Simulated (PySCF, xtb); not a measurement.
YOF, SMILES [O]=[Y][F].

Harmonic wavenumbers (cm⁻¹) from GFN2-xTB (xtb) at its own minimum, in rising order: 154, 249, 429.

**Question.** What does PBE0-D3(BJ)/def2-TZVP run with PySCF give at its own minimum? (The exact figures need the calculation; the answer reports its results.)

**Answer.** 179, 550, 861. Paired by order, the mean absolute difference is 253 cm⁻¹ and the zero-point energies are 1.2 and 2.3 kcal/mol.
